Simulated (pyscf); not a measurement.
# H₃C–O⁻, singlet

Gas-phase minimum from PySCF at ωB97X-D3(BJ)/def2-SVPD, one conformer. 

SMILES: [O-]C
```xyz
5

C      0.2713    -0.1008    -0.4474
O      0.5947     0.0022    -1.7454
H     -0.3125     0.7781    -0.0180
H     -0.3784    -0.9960    -0.1753
H      1.1515    -0.1970     0.2693
```
Charge -1, spin multiplicity 1.

Bond lengths (Å): C1–O2 1.342, C1–H3 1.139, C1–H4 1.139, C1–H5 1.139. Bond angles (°): O2–C1–H3 115.4, O2–C1–H4 115.4, O2–C1–H5 115.4, H3–C1–H4 102.9, H3–C1–H5 102.9, H4–C1–H5 102.9.

Properties at ωB97X-D3(BJ)/def2-SVPD:

```yaml
harmonic_wavenumbers_unscaled: 1175, 1175, 1189, 1439, 1439, 1447, 2607, 2607, 2677 cm⁻¹
zero_point_energy: 22.5 kcal/mol
rotational_symmetry_number: 3
Entropy of this conformer at 298 K and 1 atm, rigid rotor and harmonic oscillator, modes under 100 cm⁻¹ raised to 100: 220.7 J/(mol K)
dipole_moment: depends on origin
```

Single-point totals, which compare only within one level (frozen core for MP2 and CC):

```csv
level,total energy (hartree)
ωB97X-D3(BJ)/def2-TZVPD,-115.18478
PBE/def2-TZVPD,-115.02063
r²SCAN/def2-TZVPD,-115.08670
B3LYP-D3(BJ)/def2-TZVPD,-115.16266
PBE0-D3(BJ)/def2-TZVPD,-115.01946
M06-2X/def2-TZVPD,-115.09529
ωB97M-D3(BJ)/def2-TZVPD,-115.17544
HF/def2-TZVPPD,-114.45830
MP2/def2-TZVPPD,-114.90469
CCSD/def2-TZVPPD,-114.91532
CCSD(T)/def2-TZVPPD,-114.93392
```

The CCSD(T) − MP2 part came from Ansatz, without density fitting, on the same reference.
